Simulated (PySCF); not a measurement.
Be(SMe)(SeH) (CH4BeSSe), SMILES C[S][Be][SeH]. The structure is a stationary point at PBE-D3(BJ)/def2-SVP. The structure was generated by enumeration; whether it is a known compound was not checked. The values are those of a single conformer.

Computed equilibrium geometry at PBE-D3(BJ)/def2-SVP (PySCF confirms it by a frequency run) as Cartesian coordinates in Å (one conformer of several):
```xyz
8

Be     0.1877    -0.2530    -0.2544
S     -0.1877    -1.4405    -1.6939
C     -2.0292    -1.3097    -1.8223
H     -2.5238    -1.7194    -0.9221
H     -2.3263    -1.9166    -2.6981
H     -2.3527    -0.2656    -1.9888
Se     0.6223     1.0546     1.2475
H      0.4713    -0.0377     2.2465
```
Charge 0, spin multiplicity 1.
